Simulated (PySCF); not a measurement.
Gas-phase reaction: 2 InH₃ + 2 C₃H₃ (propargyl) + 3 H₂ = 2 In(CH₃)₃

Method: PySCF energies plus ideal-gas RRHO corrections (1 bar). † marks an energy on the PBE0/def2-TZVP geometry and frequencies; other levels use their own. MP2 freezes the core. Open shells (unrestricted): C₃H₃ (propargyl) (multiplicity 2); the rest are closed-shell singlets. In: scalar-relativistic def2 core potential, no spin-orbit coupling. Methyl groups turn as free rotors in In(CH₃)₃. InH₃: computed as isolated molecules; such fragments, hydroxides, amides, oligomers or adducts are transient or little studied in the gas. MP2 isn't extrapolated to the basis-set limit; its ΔH°(298 K) is -1014.7 kJ in def2-SVP and -1081.7 kJ in def2-TZVPP. The harmonic model lacks anharmonicity and excited electronic states, which grow with temperature; levels with a mode under 35 cm⁻¹ are left out. Soft modes under 120 cm⁻¹ make the harmonic entropy rough for In(CH₃)₃. Warning, spin contamination: C₃H₃ (propargyl) (HF/def2-TZVP†, MP2/def2-SVP†).

| level | ΔE electronic, kJ | ΔH°(298 K), kJ | ΔS°(298 K), J/K | ΔG°(1600 K), kJ |
|---|---|---|---|---|
| BLYP/def2-TZVP† | -932 | -791 | -615 | 255 |
| HF/def2-TZVP† | -864 | -723 | -615 | 322 |
| M06-2X/def2-TZVP† | -1109 | -968 | -615 | 77 |
| MP2/def2-SVP† | -1156 | -1015 | -615 | 31 |
| PBE/def2-SVP | -1062 | -924 | -614 | 115 |
| PBE0/def2-TZVP | -1100 | -959 | -615 | 87 |
| r2SCAN/def2-TZVP† | -1048 | -907 | -615 | 139 |
| LDA/def2-TZVP† | -1211 | -1070 | -615 | -24 |
| ωB97M-V/def2-TZVP† | -1086 | -945 | -615 | 100 |
ΔH° is lowest at LDA/def2-TZVP† and highest at HF/def2-TZVP†. No reference value is set beside these.
